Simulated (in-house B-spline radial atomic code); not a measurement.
The numbers below are computed, except where a source is named.
# Making a Troullier-Martins p channel for Si, r_c = 2.7 bohr

Si, [Ne] 3s2 3p2, non-relativistic LDA (VWN5), spherical and spin-unpolarised, from a B-spline radial code for spherical atoms (atomic units). The all-electron 3p level is ε = -0.153292 hartree, its outermost node lies just inside 0.72 bohr and its outer maximum at 2.14 bohr.

Inside r_c the pseudo-orbital is u(r) = r^2 exp(p(r)), with p = c0 + c2 r² + c4 r⁴ + … + c12 r¹². The seven coefficients follow from p and its first four derivatives at r_c, from zero curvature of the screened potential at the origin, c4 = −c2²/(2l + 5), and from the norm inside r_c. At r_c the all-electron orbital has P = 0.5799917, P' = -0.1252047, the screened potential V = -0.4010162, V' = 0.3154805, V'' = -0.3579119, and the norm inside is Q = 0.5413407.

Q: What are p, p' and p'' at r_c?

A: p = ln(P/r_c^2) = ln(0.5799917/7.29) = -2.53125. p' = P'/P − 2/r_c = -0.21587 − 0.74074 = -0.95661. The radial equation gives p'' = 2(V − ε) − 2(2) p'/r_c − p'² = -0.49545 − (-1.41721) − 0.91511 = 0.00665. Differentiating, p''' = 2V' + 2(2)p'/r_c² − 2(2)p''/r_c − 2p'p'' = 0.10894, and p'''' = 2V'' − 4(2)p'/r_c³ + 4(2)p''/r_c² − 2(2)p'''/r_c − 2p''² − 2p'p''' = -0.27277.

For a trial c2 the five matching conditions are linear in c0, c6, c8, c10 and c12, and c2 is varied until the norm inside r_c equals Q. The root nearest zero gives:

| n | c_n |
| --- | --- |
| 0 | -0.9206534 |
| 2 | -0.2323796 |
| 4 | -0.007714327 |
| 6 | 0.001853955 |
| 8 | -4.507156e-05 |
| 10 | -7.877448e-06 |
| 12 | 4.307392e-07 |

Q: Check c4 and p(r_c), and find the screened pseudopotential at the origin.

A: −c2²/7 = -0.00771433, as listed. The terms c_n r_c^n are -0.92065, -1.69405, -0.40997, 0.71826, -0.12730, -0.16219, 0.06465, which sum to -2.53125. Inverting the radial equation, V_l(r) = ε + 2 p'/r + (p'' + p'²)/2, so V_l(0) = ε + (2l + 3) c2 = -0.153292 + 5 × (-0.23238) = -1.3152 hartree, finite where the all-electron potential diverges.

Orbitals and screened potentials:

| r (bohr) | P | u | V all-electron | V pseudo |
| --- | --- | --- | --- | --- |
| 0.27 | -0.2569 | 0.02854 | -27.41 | -1.315 |
| 0.675 | -0.03917 | 0.163 | -5.853 | -1.302 |
| 1.08 | 0.3026 | 0.3515 | -2.449 | -1.239 |
| 1.485 | 0.5164 | 0.5162 | -1.341 | -1.083 |
| 1.89 | 0.6075 | 0.605 | -0.8405 | -0.8367 |
| 2.295 | 0.6167 | 0.6165 | -0.5649 | -0.5771 |
| 2.7 | 0.58 | 0.58 | -0.401 | -0.401 |

Logarithmic derivatives P'/P at R = 3.0 bohr, for energies E around ε:

| E − ε (hartree) | all-electron | pseudo |
| --- | --- | --- |
| -0.5 | 0.82026 | 0.818738 |
| -0.25 | 0.432357 | 0.431379 |
| -0.1 | 0.0747112 | 0.0743863 |
| 0 | -0.284089 | -0.28409 |
| 0.1 | -0.864317 | -0.8656 |
| 0.25 | -3.42219 | -3.47559 |
| 0.5 | 4.15255 | 3.96053 |

Q: With P(R) = 0.5377854 and a norm of 0.6353225 inside R, what slope in energy does norm conservation fix?

A: d(P'/P)/dE = −2 × (norm inside R)/P(R)² = -4.3935 per hartree·bohr at E = ε, for both atoms, since orbital and norm agree at R. Differences over ±0.1 hartree give -4.6951 (all-electron) and -4.6999 (pseudo), which also hold third-order terms. Half a hartree below ε the two curves differ by -0.0015.
